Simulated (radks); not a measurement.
Task: Radial electron density D(r) = 4 pi r^2 rho(r) of an atom or ion with 24 electrons. Calculated with a radial shooting solver on a logarithmic mesh with Libxc functionals: Dirac Kohn-Sham, LDA (Slater exchange, Perdew-Wang correlation), spin-unpolarised, spherical densities, point nucleus.

r (bohr)  D(r) (e/bohr)
0.003129          1.542
0.004074          2.460
0.005263          3.811
0.006853          5.869
0.008923          8.810
0.01153           12.65
0.01501           17.62
0.01939           23.03
0.02525           28.34
0.03287           31.97
0.04246           32.58
0.05529           30.10
0.07142           26.71
0.093             25.99
0.1211            30.16
0.1564            35.61
0.2037            35.45
0.2631            27.04
0.3426            17.01
0.4461            14.56
0.5763            17.50
0.7504            17.11
0.9694            11.48
1.262             5.273
1.644             1.896
2.123            0.6752
2.765            0.2144
3.571           0.04689
4.65           0.004604
6.055         0.0001580

What is the nuclear charge?

Result: Z = 27. The innermost maximum, from 1s, lies near gamma/Z bohr with gamma = sqrt(1 - (Z/c)^2) = 0.980, here 0.0363 bohr (found: 0.0392), and its height grows with Z. The density is that of the cobalt ion Co3+ in [Ar] 3d5.5 4s0.5; the configuration itself is not fixed sharply by these data, and Z only to about a unit. D(r) has 3 maxima, at r = 0.0392, 0.178, 0.650 bohr, and minima at 0.0852, 0.418 bohr, inside which lie 2.11, 10.72 electrons.
